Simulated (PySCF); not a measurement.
Species: C₅H₆O₂ (charge +1 and doublet state).
Structure used (GFN2-xTB), in Å, numbered top down from 1:
```
atom  x, y, z in Å
C1    -1.7476    0.4534    0.6701
C2    -0.5720    0.2361    0.0650
C3    -0.3368    0.8217   -1.2533
O4     0.6672    0.7023   -1.9151
C5     0.5205   -0.5899    0.6969
C6     1.7696   -0.8043   -0.0960
O7     2.7455   -1.4169    0.1160
H8    -2.5257    1.0445    0.2152
H9    -1.9710    0.0442    1.6430
H10   -1.1751    1.4187   -1.6473
H11    0.8369   -0.1229    1.6403
H12    0.1358   -1.5874    0.9494
H13    1.6483   -0.1989   -1.1018
```

The hyperfine couplings belong to this conformer and change with its torsions.

As a line formula: `[CH2+][C](C=O)CC=O` [radical] (charge +1).

Level of theory: UKS B3LYP, pcH-1 on C H O, non-relativistic, mean-field spin-orbit, GIAO (PySCF 2.14.0). Geometry: GFN2-xTB, one conformer, isolated ion. A GFN2-xTB geometry isn't a minimum of the functional, and hyperfine couplings can be far from their values at a DFT geometry, by a factor of two or more for some ions and for spin on atoms past the first row. No stability test was run, so a lower SCF solution isn't excluded.

Problem. Match the computed a_iso(17O) values -48.7, -30.2 MHz with the sites O4; O7.

Solution. 
```csv
site,a_iso (MHz),ρ(0) (bohr⁻³),position,distance from O7 (Å),spin population,largest |T| (MHz)
O4,-48.7,+0.0803,a main spin site,3.60,+0.29,100.4
O7,-30.2,+0.0498,largest spin population,0.00,+0.41,132.3
```

ρ(0) is the spin density at the nucleus and T the dipolar tensor; entries for several nuclei are means. Largest spin populations (Mulliken): O7 (+0.41), O4 (+0.29), C5 (+0.10) and H13 (+0.10). Main spin sites, with 60 % or more of the largest population: O4, O7; positions count bonds from the nearest.

Nuclei that the bonding pattern makes equivalent are averaged, as if the motion that swaps them (rotation, inversion, ring flip) were fast. H8 and H9 aren't averaged: C1 is flat or nearly so (angle sum 360°), and its turn about the short C1–C2 bond (1.34 Å) is taken as slow.

C2, the radical centre as drawn in `[CH2+][C](C=O)CC=O`, holds a spin population of +0.02 out of 1.

The run took 1.7 min wall (with the writing of density and orbital grids) on one thread of an Intel Xeon at 2.50 GHz, shared host, and the process peaked at 0.88 GiB of memory.
